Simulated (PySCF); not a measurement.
**Frontier levels across methods**

Species: CH7B2FN2.
Structure used (PBE0-D3(BJ)/def2-SVP), in Å, numbered top down from 1:
```
atom  x, y, z in Å
B1    -1.171    1.074   -0.877
N2    -1.033   -0.061   -0.067
C3    -2.175   -0.922    0.217
B4     0.237   -0.452    0.536
N5     1.439    0.242    0.387
F6     0.229   -1.568    1.285
H7    -2.248    1.351   -1.352
H8    -0.211    1.779   -1.101
H9    -1.999   -1.950   -0.135
H10   -2.376   -0.977    1.298
H11   -3.068   -0.529   -0.285
H12    1.520    1.091   -0.153
H13    2.287   -0.071    0.835
```

Basis pcSseg-1 throughout (PySCF), one geometry. The structure is a single PBE0-D3(BJ)/def2-SVP conformer in the gas phase; no vibrational or solvent corrections.

Task: How do the orbital energies, the gap and the dipole change with the method?

Result: 
```
   method                    kind  HOMO (eV)  LUMO (eV)  gap (eV)  μ (D)  SCF cycles
     BLYP                     GGA      -6.14      -1.13      5.01   0.93          14
    B97-D                     GGA      -6.27      -1.11      5.16   0.88          14
     OPBE                     GGA      -6.29      -1.14      5.15   0.92          14
      PBE                     GGA      -6.30      -1.29      5.01   0.93          14
      KT2                     GGA      -6.35      -1.28      5.07   0.87          15
      KT3                     GGA      -6.36      -1.21      5.15   0.89          14
     BP86                     GGA      -6.40      -1.34      5.06   0.91          14
      LDA                     LDA      -6.47      -1.56      4.91   0.92          14
    B97-2           global hybrid      -7.37      -0.33      7.05   0.84          14
    B3LYP           global hybrid      -7.38      -0.55      6.83   0.87          14
     PBE0           global hybrid      -7.64      -0.34      7.30   0.85          14
 mPW1PW91           global hybrid      -7.67      -0.33      7.34   0.84          14
BHandHLYP           global hybrid      -8.85       0.69      9.53   0.84          12
CAM-B3LYP  range-separated hybrid      -9.00       0.77      9.77   0.85          12
  wB97X-D  range-separated hybrid      -9.52       1.54     11.06   0.83          13
  LC-wPBE  range-separated hybrid     -10.42       1.95     12.37   0.83          12
       HF            Hartree–Fock     -10.79       3.15     13.95   0.88          10
```

The HOMO spans 4.65 eV, from BLYP down to HF, and the gap runs from 4.91 eV (LDA) to 13.95 eV (HF). Over the methods BLYP (0 %), B97-D (0 %), OPBE (0 %), PBE (0 %), KT2 (0 %), KT3 (0 %), BP86 (0 %), LDA (0 %), B97-2 (21 %), B3LYP (20 %), PBE0 (25 %), mPW1PW91 (25 %), BHandHLYP (50 %), HF (100 %), a straight line through the gap against the share of exact exchange rises by 0.89 eV for each 10 % (correlation coefficient 1.000). The dipole ranges from 0.83 D (wB97X-D) to 0.93 D (PBE). This basis has no diffuse functions.
